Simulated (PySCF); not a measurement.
Compound: BGeH₆P.
Bonds: B1–P2, P2–Ge3. Hydrogens: H4, H5 on B1; H6 on P2; H7, H8, H9 on Ge3.

Level of theory: EOM-IP-CCSD/aug-cc-pVDZ in PySCF, restricted Hartree–Fock reference, frozen core, non-relativistic, gas phase, PBE0-D3(BJ)/def2-SVP geometry.

Hartree–Fock orbital energies give these Koopmans values (eV): HOMO 9.52, HOMO-1 11.47, HOMO-2 12.73, HOMO-3 13.22, HOMO-4 13.24, HOMO-5 14.46, HOMO-6 17.87, HOMO-7 19.73.

Q: What vertical ionisation energies does EOM-IP-CCSD give?

A: 
```json
{"leading hole (HF orbital)": "HOMO", "Koopmans (eV)": "9.52", "EOM-IP-CCSD (eV)": "9.26", "change (eV)": "-0.26", "one-hole share": "0.95"}
{"leading hole (HF orbital)": "HOMO-1", "Koopmans (eV)": "11.47", "EOM-IP-CCSD (eV)": "10.86", "change (eV)": "-0.61", "one-hole share": "0.95"}
{"leading hole (HF orbital)": "HOMO-2", "Koopmans (eV)": "12.73", "EOM-IP-CCSD (eV)": "11.91", "change (eV)": "-0.82", "one-hole share": "0.94"}
{"leading hole (HF orbital)": "HOMO-4", "Koopmans (eV)": "13.24", "EOM-IP-CCSD (eV)": "12.39", "change (eV)": "-0.85", "one-hole share": "0.94"}
{"leading hole (HF orbital)": "HOMO-3", "Koopmans (eV)": "13.22", "EOM-IP-CCSD (eV)": "12.48", "change (eV)": "-0.74", "one-hole share": "0.94"}
{"leading hole (HF orbital)": "HOMO-5", "Koopmans (eV)": "14.46", "EOM-IP-CCSD (eV)": "13.41", "change (eV)": "-1.05", "one-hole share": "0.92"}
{"leading hole (HF orbital)": "HOMO-6", "Koopmans (eV)": "17.87", "EOM-IP-CCSD (eV)": "16.18", "change (eV)": "-1.69", "one-hole share": "0.85"}
{"leading hole (HF orbital)": "HOMO-7", "Koopmans (eV)": "19.73", "EOM-IP-CCSD (eV)": "17.78", "change (eV)": "-1.95", "one-hole share": "0.77"}
```

Q: Does the order of the lines follow the orbital energies?

A: No: the HOMO-4 hole (12.39 eV) falls below the HOMO-3 hole (12.48 eV). The corrections run from -1.95 to -0.26 eV, with a mean of -1.00 eV over the 8 lines; no line lies above its Koopmans value.

Q: At what kinetic energies would He I light (21.22 eV) eject these electrons?

A: 11.96 eV (HOMO), 10.36 eV (HOMO-1), 9.31 eV (HOMO-2), 8.83 eV (HOMO-4), 8.74 eV (HOMO-3), 7.81 eV (HOMO-5), 5.04 eV (HOMO-6), 3.44 eV (HOMO-7).

Lines less than 0.15 eV apart could change places at a higher level. One root was sought for each valence orbital with −ε under 21 eV, eight at most, so deeper holes and satellites are missing; no vibrational structure.

One conformer stands for the species.
